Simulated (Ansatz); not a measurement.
Calculated with Ansatz (gas phase, PBE0-D4/def2-TZVP geometries, no zero-point term in ΔE). CCSD(T)/CBS is the MP2 limit (def2-TZVPP, def2-QZVPP) plus CCSD(T) − MP2 in def2-TZVPP, frozen cores. This one scheme is used for every species. Functionals use def2-TZVPP. def2 core potentials past Kr. For Sb outer-core shells are correlated without core-valence functions, which leaves a few kJ/mol of doubt a bond. Each species was taken in one conformer, which may not be the lowest.

`[SiH3][SbH][SiH3]` + `OB(Cl)Cl` → `[SiH3]OB(Cl)Cl` + `[SiH3][SbH2]`  (cleavage of the Si–Sb bond)

```tsv
level	ΔE (eV)
CAM-B3LYP-D4	-0.59
ωB97X-V	-0.51
BLYP	-0.51
SCS-MP2/def2-TZVPP	-0.56
CCSD/def2-TZVPP	-0.55
CCSD(T)/def2-TZVPP	-0.51
MP2/def2-QZVPP	-0.46
SCS-MP2/def2-QZVPP	-0.54
```

Problem. What does CCSD(T)/CBS give? (Estimate.)

Solution. Ansatz gave: -0.47 eV. The listed levels differ from it by -0.12, -0.04, -0.04, -0.09, -0.08, -0.04, 0.01, -0.07 eV.

Largest T1 diagnostic among the species: 0.014.

In def2-TZVPP, CCSD(T) changes the Hartree–Fock value by +0.23 eV (the triples alone add +0.04 eV) and MP2 by +0.27 eV. From BLYP to BHLYP (50 % exact exchange), in def2-TZVPP and without D4, ΔE moves by −0.12 eV. Leaving LDA and LC-ωPBE aside and taking each functional with its dispersion term where it has one, the values, not all of them listed here, spread over 0.31 eV, from CAM-B3LYP-D4 to PBE-D4.
